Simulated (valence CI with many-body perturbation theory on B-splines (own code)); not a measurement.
Forbidden lines of In XI

Method: configuration interaction combined with many-body perturbation theory (CI+MBPT): three valence electrons over a frozen Dirac-Fock core [Kr], radial functions for each j: 9 s, 9 p, 10 d, 8 f, 5 g, 3 h, 1 i, with the one-electron correlation potential Σ1, the two-electron term Σ2, the three-electron term Σ3, Breit, model QED; selected CI, second order for the rest, scaled by the run's own slope (own B-spline code, finite nucleus).

No measured levels were compared; by estimate terms of the open shell hold to 2 to 4 % of their energy, and close levels can change places. Core correlation moves these levels by up to 2800 cm⁻¹, and in measured spectra 5 to 20 % of such shifts remained as error; rates that hang on mixing are uncertain with them. The list stops below the first excitations out of the core. Only levels of the ground parity were solved; by the run's estimate the other parity begins above the list, which can be wrong where configurations are misplaced.

Lines 1 to 50 of 74 in falling wavelength, among levels below 49.415 eV, chosen from the decays that carry over 1 % of a level's rate. Wavelengths and rates use the calculated energies, so an error of 2000 cm⁻¹ moves a line at 874.4 nm by 17 % and its rate by three times that or more. Electric multipoles are in the length gauge, E1 and E2 with the static RPA response of the core. S is in atomic units (e²a₀⁴ for E2 and M2, e²a₀⁶ for E3), for M1 in squared Bohr magnetons. Weak lines are less certain than strong ones. Lines between different terms over intervals too small for the method are left out, as are lines whose strength nearly cancels. Intervals below about 2000 cm⁻¹, as at the head of this list, are uncertain by tens of per cent. The highest levels of a list are the least certain.

Names give the largest LS component (configuration and term), which can be under half, so a name can repeat, a term be missing and a line seem to break the LS rules; names also repeat where a configuration has a term twice. Letters in brackets count levels of one name in rising energy.

```
λ vac (nm)           Upper           Lower  Type   A (s⁻¹)  S (a.u.)
      6648      4d3 4P_1/2      4d3 4P_3/2    M1  1.12e-01  2.44e+00
      2287      4d3 4F_9/2      4d3 4F_7/2    M1  2.04e+00  9.04e+00
      2117      4d3 4F_5/2      4d3 4F_3/2    M1  4.32e+00  9.11e+00
      2064      4d3 4F_7/2      4d3 4F_5/2    M1  4.62e+00  1.21e+01
      1259  4d3 2D_5/2 [a]  4d3 2D_3/2 [a]    M1  4.01e+00  1.78e+00
      1219      4d3 4P_5/2      4d3 4P_3/2    M1  6.15e+00  2.48e+00
      1006     4d3 2H_11/2      4d3 2H_9/2    M1  6.38e+00  2.89e+00
     911.1      4d3 2P_3/2      4d3 2P_1/2    M1  8.91e+00  1.00e+00
     874.4  4d3 2D_3/2 [a]      4d3 4P_1/2    M1  5.59e+00  5.55e-01
     805.0      4d3 2G_9/2      4d3 2H_9/2    M1  1.66e+01  3.21e+00
     788.7  4d3 2D_5/2 [a]      4d3 4P_5/2    M1  2.44e+00  2.66e-01
     772.7  4d3 2D_3/2 [a]      4d3 4P_3/2    M1  2.15e+01  1.47e+00
     760.5      4d3 2P_3/2  4d3 2D_3/2 [a]    M1  2.07e+01  1.35e+00
     747.2      4d3 2G_9/2      4d3 2G_7/2    M1  1.62e+01  2.51e+00
     734.7      4d3 2P_1/2      4d3 4P_1/2    M1  2.86e+01  8.41e-01
     717.6      4d3 2H_9/2      4d3 4F_9/2    M1  1.41e+01  1.93e+00
     626.1      4d3 4P_3/2      4d3 4F_5/2    M1  3.00e+00  1.09e-01
     576.5      4d3 2G_7/2      4d3 4F_7/2    M1  1.06e+01  6.02e-01
     572.2      4d3 4P_1/2      4d3 4F_5/2    E2  2.12e-02  2.32e-01
     559.1      4d3 2P_3/2      4d3 4P_5/2    M1  1.76e+01  4.55e-01
     546.3      4d3 2H_9/2      4d3 4F_7/2    M1  1.05e+01  6.36e-01
     517.3      4d3 4P_5/2      4d3 4F_7/2    M1  9.32e-01  2.87e-02
     483.2      4d3 4P_3/2      4d3 4F_3/2    M1  8.35e+00  1.40e-01
     478.8  4d3 2D_5/2 [a]      4d3 4P_3/2    M1  2.18e+00  5.33e-02
     450.7      4d3 2G_7/2      4d3 4F_5/2    M1  1.99e+01  5.40e-01
     450.5      4d3 4P_1/2      4d3 4F_3/2    M1  1.09e+00  7.39e-03
     450.5      4d3 4P_1/2      4d3 4F_3/2    E2  1.28e-01  4.24e-01
     418.9     4d3 2H_11/2      4d3 4F_9/2    M1  2.67e+00  8.73e-02
     413.6      4d3 4P_5/2      4d3 4F_5/2    M1  8.58e-01  1.35e-02
     409.6      4d3 2F_5/2      4d3 4P_5/2    M1  3.41e+00  5.22e-02
     400.3      4d3 2F_7/2      4d3 2H_9/2    M1  8.97e-01  1.71e-02
     385.5      4d3 2F_7/2      4d3 2G_7/2    M1  9.86e+00  1.68e-01
     383.3      4d3 2P_3/2      4d3 4P_3/2    M1  1.11e+00  9.30e-03
     379.4      4d3 2G_9/2      4d3 4F_9/2    M1  6.09e+00  1.23e-01
     378.8      4d3 2F_5/2      4d3 2G_7/2    M1  5.94e+00  7.18e-02
     352.5  4d3 2D_5/2 [b]      4d3 2F_5/2    M1  3.25e+01  3.16e-01
     350.4  4d3 2D_3/2 [b]      4d3 2F_5/2    M1  2.07e+01  1.32e-01
     346.8  4d3 2D_5/2 [b]      4d3 2F_7/2    M1  1.90e+01  1.77e-01
     345.9  4d3 2D_3/2 [a]      4d3 4F_5/2    M1  3.19e+01  1.96e-01
     325.4      4d3 2G_9/2      4d3 4F_7/2    M1  6.83e+00  8.72e-02
     312.4  4d3 2D_5/2 [a]      4d3 4F_7/2    M1  3.71e+01  2.52e-01
     306.6      4d3 2F_5/2      4d3 4P_3/2    M1  1.64e+00  1.05e-02
     297.3  4d3 2D_3/2 [a]      4d3 4F_3/2    M1  1.88e+01  7.32e-02
     286.5  4d3 2D_5/2 [b]      4d3 2P_3/2    M1  4.77e+00  2.50e-02
     285.1  4d3 2D_3/2 [b]      4d3 2P_3/2    M1  1.66e+00  5.70e-03
     279.2      4d3 2P_1/2      4d3 4F_3/2    M1  1.07e+00  1.73e-03
     271.3  4d3 2D_5/2 [a]      4d3 4F_5/2    M1  6.44e+00  2.86e-02
     257.0      4d3 2F_7/2      4d3 4F_9/2    M1  1.25e+01  6.30e-02
     249.3  4d3 2D_5/2 [b]  4d3 2D_5/2 [a]    M1  2.67e+00  9.22e-03
     248.3  4d3 2D_3/2 [b]  4d3 2D_5/2 [a]    M1  3.22e+01  7.30e-02
```
